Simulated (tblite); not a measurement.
Species: C6H5ClO (charge -1 and doublet state).
Geometry (GFN2-xTB, Å), atoms numbered from 1 in this order:
```
atom  x, y, z in Å
O1    -1.503    1.963   -0.461
C2    -0.662    0.876   -0.207
C3    -1.198   -0.388   -0.050
C4    -0.312   -1.507    0.214
C5     1.043   -1.283    0.305
C6     1.597   -0.027    0.152
C7     0.699    1.080   -0.116
Cl8    1.369    2.680   -0.310
H9    -2.398    1.609   -0.485
H10   -2.270   -0.542   -0.123
H11   -0.734   -2.497    0.335
H12    1.708   -2.121    0.505
H13    2.658    0.157    0.223
```

Computed values, GFN2-xTB/tblite, gas phase, harmonic and unscaled. Errors from tens to a few hundred cm⁻¹ against measured bands are possible. One conformer, not necessarily the lowest. Open shells enter through the occupations alone, without spin polarisation, and single modes of such species can be off by tens of per cent. The optimisation stopped once no atom felt more than 0.01 eV/Å.

Lowest wavenumbers of the output (negative numbers stand for imaginary wavenumbers):
```
mode    cm-1
  1     -84.8
  2     154.0
  3     194.2
  4     263.1
  5     329.5
  6     353.8
  7     444.6
  8     451.4
  9     506.8
 10     512.4
```

Problem. Is this structure a minimum?

Solution. No. 1 mode is imaginary beyond 20i (85i cm⁻¹), so at this level the point lies at or near a first-order saddle.

Problem. Which atoms move in the imaginary mode?

Solution. 85i: C7 (carbon bonded to 2 C and Cl) 53 %, Cl8 (chlorine bonded to C) 16 %, C6 (carbon bonded to 2 C and H) 11 %. These are shares of the mass-weighted motion.

Problem. What is the remedy?

Solution. Step along that mode in both directions, optimise again with tighter thresholds and repeat the frequencies. The zero-point energy of this point (53.6 kcal/mol) counts the 32 real modes alone, and thermal corrections from it aren't those of a minimum.
